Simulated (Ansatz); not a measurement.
Cost and result for the atomization energy of `C1[NH][AlH][O]1` (8 atoms, 8 bonds).

Charge 0, multiplicity 1. Geometry: relaxed with PBE0-D4/def2-TZVP. Program: Ansatz. All runs use 4 threads of a server CPU on a shared host. Times are those of one run each, without the atoms' runs, and a repeat can differ threefold. Electronic energies, without spin–orbit coupling; frozen cores. CCSD(T)/CBS adds CCSD(T) − MP2 in def2-TZVPP to the MP2 limit, and its time is that of the two runs behind it. T1 = 0.014.

CCSD(T)/CBS is a level of theory with its own doubt, some kJ/mol a heavy atom from the limit and from the frozen cores, so smaller differences don't rank the functionals.

```json
{"level": "LDA (SPW92)/def2-TZVPP", "functions": "191", "wall time": "0.7 s", "atomization (kcal/mol)": "809.6", "difference from CCSD(T)/CBS": "110.9", "per bond": "13.9"}
{"level": "revPBE-D4/def2-TZVPP", "functions": "191", "wall time": "1.1 s", "atomization (kcal/mol)": "693.3", "difference from CCSD(T)/CBS": "-5.4", "per bond": "-0.7"}
{"level": "PBE-D4/def2-TZVPP (with forces)", "functions": "191", "wall time": "1.4 s", "atomization (kcal/mol)": "713.9", "difference from CCSD(T)/CBS": "15.2", "per bond": "1.9"}
{"level": "BHLYP-D4/def2-TZVPP", "functions": "191", "wall time": "1.6 s", "atomization (kcal/mol)": "669.5", "difference from CCSD(T)/CBS": "-29.2", "per bond": "-3.6"}
{"level": "CCSD(T)/def2-SVP", "functions": "80", "wall time": "1.7 s", "atomization (kcal/mol)": "649.6", "difference from CCSD(T)/CBS": "-49.1", "per bond": "-6.1"}
{"level": "PBE0-D4/def2-TZVPP", "functions": "191", "wall time": "1.9 s", "atomization (kcal/mol)": "695.5", "difference from CCSD(T)/CBS": "-3.2", "per bond": "-0.4"}
{"level": "r2SCAN-D4/def2-TZVPP (with forces)", "functions": "191", "wall time": "2.7 s", "atomization (kcal/mol)": "698.4", "difference from CCSD(T)/CBS": "-0.3", "per bond": "0.0"}
{"level": "r2SCANh-D4/def2-TZVPP", "functions": "191", "wall time": "3.6 s", "atomization (kcal/mol)": "691.9", "difference from CCSD(T)/CBS": "-6.8", "per bond": "-0.8"}
{"level": "PBE-QIDH/def2-TZVPP", "functions": "191", "wall time": "3.7 s", "atomization (kcal/mol)": "689.8", "difference from CCSD(T)/CBS": "-8.9", "per bond": "-1.1"}
{"level": "B2PLYP/def2-TZVPP", "functions": "191", "wall time": "4.2 s", "atomization (kcal/mol)": "690.2", "difference from CCSD(T)/CBS": "-8.5", "per bond": "-1.1"}
{"level": "MP2/def2-QZVPP", "functions": "361", "wall time": "12 s", "atomization (kcal/mol)": "707.0", "difference from CCSD(T)/CBS": "8.3", "per bond": "1.0"}
{"level": "CCSD(T)/def2-TZVPP", "functions": "191", "wall time": "29 s", "atomization (kcal/mol)": "675.9", "difference from CCSD(T)/CBS": "-22.8", "per bond": "-2.9"}
{"level": "CCSD(T)/CBS(def2)", "functions": "–", "wall time": "40 s", "atomization (kcal/mol)": "698.7", "difference from CCSD(T)/CBS": "0.0", "per bond": "0.0"}
```

From PBE to PBE0 (25 % exact exchange), in def2-TZVPP and without D4, the atomization energy moves by −17.8 kcal/mol: exact exchange takes away binding that semilocal exchange gives to molecules. In def2-TZVPP, CCSD(T) changes the Hartree–Fock value by +201.2 kcal/mol (the triples alone add +12.6 kcal/mol) and MP2 by +218.6 kcal/mol; breaking electron pairs costs correlation energy, which Hartree–Fock lacks. Leaving LDA and LC-ωPBE aside and taking each functional with its dispersion term where it has one, the values spread over 44.4 kcal/mol, from BHLYP-D4 to PBE-D4. LDA lies +98.9 kcal/mol from PBE without D4, its usual overbinding.
